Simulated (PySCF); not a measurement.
Species: C₃H₈F₂OSi₃.
Z-matrix (Å and degrees, GFN2-xTB geometry), rows numbered from 1:
```
O 
C   1  1.2140
Si  2  1.9322  1  121.78
Si  3  2.3384  2   93.37  1  -122.61
Si  4  2.3394  3   96.65  2   -12.59
C   2  1.4996  1  122.46  3  -169.60
C   6  1.5049  2  112.32  1   -17.27
F   7  1.3648  6  111.56  2   153.47
F   7  1.3579  6  111.82  2   -89.12
H   3  1.4592  2  107.74  1     2.86
H   3  1.4669  2  107.36  1   119.59
H   4  1.4693  3  114.74  2  -132.51
H   4  1.4687  3  115.66  2   106.95
H   5  1.4653  4  116.85  3   100.20
H   5  1.4626  4  121.19  3  -125.70
H   6  1.0929  2  109.41  1  -138.83
H   7  1.0992  6  112.34  2    32.39
```

Definitions: NICS(0) = −σiso at the ring centroid; NICS(1) = −σiso and NICS(1)zz = −σzz at ±1 Å along the ring normal z. Level: GIAO PBE0/pcSseg-1 (PySCF, non-relativistic, gas phase) on the GFN2-xTB geometry, one conformer.

Ring bond lengths (Å), with Mayer bond orders in brackets: C2–Si3 1.932 (0.82), Si3–Si4 2.338 (0.85), Si4–Si5 2.339 (0.85), Si5–C6 1.945 (0.79), C6–C2 1.500 (0.92).

Question: What do the NICS probes read (ppm)?

Answer: 
```json
{"ring": "C2–Si3–Si4–Si5–C6", "type": "5-membered ring with 3 Si; formal bonds all single", "NICS(0)": "-0.9", "NICS(1), two faces": "-0.8 / -3.3", "NICS(1)zz, two faces": "6.5 / -0.7", "rms pucker (Å)": "0.25", "centre to ring atoms, mean (Å)": "1.65"}
```

Question: What can be read from them?

Answer: 
- C2–Si3–Si4–Si5–C6: mean NICS(1)zz 2.9 ppm, near zero. Si3, Si4, Si5, C6 have four or more neighbours, and the NICS criterion for π rings isn't applied. The two faces differ by 7.2 ppm, so no symmetry operation interchanges them.

Question: How shielded are the nuclei of the rings and their hydrogens (means over atoms taken as equivalent)?

Answer: 
```csv
atoms,environment,σ isotropic (ppm)
C2,carbonyl carbon,-58.1
Si3,SiH2 silicon,438.8
Si4,SiH2 silicon,479.0
Si5,SiH2 silicon,429.0
C6,sp3 carbon bound to silicon,129.8
H10,Si–H hydrogen,27.78
H11,Si–H hydrogen,27.28
H12,Si–H hydrogen,28.00
H13,Si–H hydrogen,28.04
H14,Si–H hydrogen,27.78
H15,Si–H hydrogen,27.40
H16,methine hydrogen,28.35
```
